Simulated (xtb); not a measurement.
yttrium atom (Y), doublet (GFN-xTB shapes and energies of metal compounds can be far from the true ones); xtb 6.7.1 with GFN2-xTB.

The xtb input:
```
$ xtb mol.xyz --gfn 2 --uhf 1 --opt --json

# file mol.xyz
1

Y      0.00000000     0.00000000     0.00000000
```

It wrote (shortened):

```
   ID    Z sym.   atoms
    1   39 Y      1

           -------------------------------------------------
          |                Calculation Setup                |
           -------------------------------------------------

           -------------------------------------------------
          |                 G F N 2 - x T B                 |
           -------------------------------------------------

          ...................................................
          :                      SETUP                      :
          :.................................................:
          :  # basis functions                  10          :
          :  # atomic orbitals                   9          :
          :  # shells                            3          :
          :  # electrons                         3          :
          :  max. iterations                   250          :
          :  Hamiltonian                  GFN2-xTB          :
          :  restarted?                      false          :
          :  GBSA solvation                  false          :
          :  PC potential                    false          :
          :  electronic temp.          300.0000000     K    :
          :  accuracy                    1.0000000          :
          :  -> integral cutoff          0.2500000E+02      :
          :  -> integral neglect         0.1000000E-07      :
          :  -> SCF convergence          0.1000000E-05 Eh   :
          :  -> wf. convergence          0.1000000E-03 e    :
          :  Broyden damping             0.4000000          :
          :  net charge                          0          :
          :  unpaired electrons                  1          :
          ...................................................

 iter      E             dE          RMSdq      gap      omega  full diag
   1     -1.1948529 -0.119485E+01  0.141E+01    0.00       0.0  T
   2     -1.1948529 -0.377476E-14  0.113E+01    0.00       0.0  T
   3     -1.1948529  0.000000E+00  0.871E+00    0.00       0.0  T
   4     -1.1948529  0.000000E+00  0.641E+00    0.00       0.0  T
   5     -1.1948529  0.000000E+00  0.513E+00    0.00       0.0  T
   6     -1.1948529  0.000000E+00  0.410E+00    0.00       0.0  T
   7     -1.1948529  0.000000E+00  0.328E+00    0.00       0.0  T
   8     -1.1948529  0.000000E+00  0.262E+00    0.00       0.0  T
   9     -1.1948529  0.000000E+00  0.210E+00    0.00       0.0  T
[...]
         :: total energy              -1.194852897131 Eh    ::
         :: total energy              -1.194852897131 Eh    ::
[...]
      -------------------------------------------------------------
         1        2.0000           -0.2979407              -8.1074
         2        0.2000           -0.1343667              -3.6563 (HOMO)
         3        0.2000           -0.1343667              -3.6563 (LUMO)
         4        0.2000           -0.1343667              -3.6563
         5        0.2000           -0.1343667              -3.6563
         6        0.2000           -0.1343667              -3.6563
         7                          0.1196800               3.2567
         8                          0.1196800               3.2567
         9                          0.1196800               3.2567
      -------------------------------------------------------------
                  HL-Gap            0.0000000 Eh            0.0000 eV
             Fermi-level           -0.1759187 Eh           -4.7870 eV

     #   Z          covCN         q      C6AA      α(0)
     1  39 Y        0.000    -0.000  2460.778   156.582

 Mol. C6AA /au·bohr⁶  :       2460.777575
 Mol. C8AA /au·bohr⁸  :     469179.785191
 Mol. α(0) /au        :        156.581651

Wiberg/Mayer (AO) data.
largest (>0.10) Wiberg bond orders for each atom

 ---------------------------------------------------------------------------
     #   Z sym  total        # sym  WBO       # sym  WBO       # sym  WBO
 ---------------------------------------------------------------------------
     1  39 Y    0.000
 ---------------------------------------------------------------------------

molecular dipole:
                 x           y           z       tot (Debye)
 q only:        0.000       0.000       0.000
   full:        0.000       0.000       0.000       0.000
molecular quadrupole (traceless):
                xx          xy          yy          xz          yz          zz
 q only:        0.000       0.000       0.000       0.000       0.000       0.000
  q+dip:        0.000       0.000       0.000       0.000       0.000       0.000
   full:        0.000       0.000       0.000       0.000       0.000       0.000

optimized geometry written to: xtbopt.xyz

           -------------------------------------------------
          | TOTAL ENERGY               -1.194852897131 Eh   |
          | GRADIENT NORM               0.000000000000 Eh/α |
          | HOMO-LUMO GAP               0.000000000000 eV   |
           -------------------------------------------------

normal termination of xtb
```
